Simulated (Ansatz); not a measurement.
Relaxation of ClF$_{2}$H$_{3}$OSi (8 atoms, charge 0, multiplicity 1), to a largest force component of 0.03 eV/Å in at most 50 steps.

All numbers below come from Ansatz, UKS B3LYP-D4/cc-pVDZ.

```xyz
8
Properties=species:S:1:pos:R:3
Si -0.427 -0.866 -0.602
Cl 1.658 -0.655 -0.840
F -0.815 -2.320 -1.230
F -0.744 -0.972 0.997
H -1.209 0.179 -1.274
H 1.167 1.525 0.551
O 0.259 1.782 0.776
H 0.111 1.327 1.621
```

Problem. Where does it end, and by what steps?

Solution. It converged. After 8 steps the energy has fallen by 0.084 eV; O7 moved furthest, 0.33 Å.

```csv
step,energy less start (eV),largest force component (eV/Å),accepted
0,0.0000,0.634,yes
1,-0.0014,1.663,yes
2,-0.0519,0.728,yes
3,-0.0669,0.774,yes
4,-0.0771,0.357,yes
5,-0.0822,0.040,yes
6,-0.0833,0.077,yes
7,-0.0836,0.031,yes
8,-0.0837,0.009,yes
```

```xyz
8
Properties=species:S:1:pos:R:3
Si -0.359 -0.755 -0.530
Cl 1.692 -0.743 -0.863
F -0.845 -2.182 -1.175
F -0.682 -0.957 1.066
H -1.141 0.281 -1.214
H 1.133 1.647 0.570
O 0.175 1.500 0.616
H 0.027 1.209 1.530
```

Time of the run: 31 s on 2 threads of Arm Neoverse V2, on a shared host, peak memory 0.28 GiB.
